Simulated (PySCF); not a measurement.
How methods differ on the excitation energy of Au

Au [Xe] 4f14 5d10 6s1 (2S) → Au [Xe] 4f14 5d9 6s1 6p1 (high-spin determinant), as a difference of total energies. Calculation: PySCF 2.14, in ANO-RCC-VTZP (8s7p5d3f1g, 84 functions); scalar relativity by spin-free X2C-1e. Correlated levels: valence and next inner shell: [Kr] 4d10 4f14 frozen. The calculations carry no spin-orbit coupling.

| method | excitation energy (eV) |
| --- | --- |
| UHF | 4.889 |
| MP2 (valence and next inner shell) | 6.634 |
| SCS-MP2 (valence and next inner shell) | 6.552 |
| CCSD (valence and next inner shell) | 6.156 |
| CCSD(T) (valence and next inner shell) | 6.266 |

Q: How much does correlation contribute at CCSD(T) (valence and next inner shell)?

A: 6.266 − (4.889) = 1.377 eV, measured against UHF.

A first-order spin-orbit estimate (lowest level to lowest level, LS coupling) adds -0.345 eV.

The basis was made for the ground configuration and has no added diffuse functions, so the excitation energy can come out too high.

The determinant of the upper state mixes LS terms, which raises its energy above the lowest term, most at the Hartree-Fock and MP2 levels.
